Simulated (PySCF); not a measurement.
UHF on Sc (scandium, neutral)

Configuration: [Ar] 3d1 4s1 4p1, one real determinant (an excited configuration). Calculation: PySCF 2.14, in aug-cc-pVTZ; no relativity, point nucleus.

- Total energy: -759.705833 hartree
- One-electron energy: -1039.4647 hartree
- Hartree (Coulomb) energy: 317.8667 hartree
- Exchange energy: -38.1078 hartree
- Kinetic energy: 759.75022 hartree
- ⟨S²⟩: 3.7517
- ⟨L²⟩: 8.175
- Sum of ⟨r⟩: 22.03 bohr
- Sum of ⟨r²⟩: 58.72 bohr²
- Traceless quadrupole moment −½Σ⟨3z² − r²⟩ along its main axis: -12.0 e·bohr²
- Density at the nucleus (Gaussians lack the cusp): 6140 bohr⁻³
- Spin density at the nucleus: 1.86 bohr⁻³
- Langevin diamagnetic susceptibility: -46.5 ×10⁻⁶ cm³/mol

```json
{"shell": "1s α", "electrons": "1", "mean orbital energy (hartree)": "-165.93020", "spread (hartree)": "0", "rms radius, mean of both spins (bohr)": "0.0852"}
{"shell": "1s β", "electrons": "1", "mean orbital energy (hartree)": "-165.92714", "spread (hartree)": "0", "rms radius, mean of both spins (bohr)": "0.0852"}
{"shell": "2s α", "electrons": "1", "mean orbital energy (hartree)": "-19.11862", "spread (hartree)": "0", "rms radius, mean of both spins (bohr)": "0.373"}
{"shell": "2s β", "electrons": "1", "mean orbital energy (hartree)": "-19.10135", "spread (hartree)": "0", "rms radius, mean of both spins (bohr)": "0.373"}
{"shell": "2p α", "electrons": "3", "mean orbital energy (hartree)": "-15.70666", "spread (hartree)": "0.00451", "rms radius, mean of both spins (bohr)": "0.341"}
{"shell": "2p β", "electrons": "3", "mean orbital energy (hartree)": "-15.69099", "spread (hartree)": "0.01624", "rms radius, mean of both spins (bohr)": "0.341"}
{"shell": "3s α", "electrons": "1", "mean orbital energy (hartree)": "-2.62995", "spread (hartree)": "0", "rms radius, mean of both spins (bohr)": "1.16"}
{"shell": "3s β", "electrons": "1", "mean orbital energy (hartree)": "-2.56219", "spread (hartree)": "0", "rms radius, mean of both spins (bohr)": "1.16"}
{"shell": "3p α", "electrons": "3", "mean orbital energy (hartree)": "-1.64503", "spread (hartree)": "0.03957", "rms radius, mean of both spins (bohr)": "1.27"}
{"shell": "3p β", "electrons": "3", "mean orbital energy (hartree)": "-1.56796", "spread (hartree)": "0.04516", "rms radius, mean of both spins (bohr)": "1.27"}
{"shell": "3d α", "electrons": "1", "mean orbital energy (hartree)": "-0.39013", "spread (hartree)": "0", "rms radius, mean of both spins (bohr)": "1.89"}
{"shell": "4s α", "electrons": "1", "mean orbital energy (hartree)": "-0.28531", "spread (hartree)": "0", "rms radius, mean of both spins (bohr)": "4.06"}
{"shell": "4p α", "electrons": "1", "mean orbital energy (hartree)": "-0.17014", "spread (hartree)": "0", "rms radius, mean of both spins (bohr)": "5.03"}
```

⟨L²⟩ = 8.18 against 12 for a pure F term, so this real determinant mixes terms.

Spin-orbit constants ζ (cm⁻¹) from the X2C one-electron operator on these orbitals (non-relativistic here): bare nucleus, nucleus screened by l(l+1)(2l+1)/3 electrons, and screened by the Breit-Pauli mean field of the electrons.

```
shell   bare  screened nucleus  mean field
   2p  26240             23740       22580
   3p   2692              2435        2297
   3d  174.7             91.52       76.10
   4p  123.6             111.9       104.6
```

To first order the Landé constant is A = 28.53 cm⁻¹, so the lowest level has J = 3/2 and lies 0.0212 eV below the centre of the term. This holds in LS coupling only.
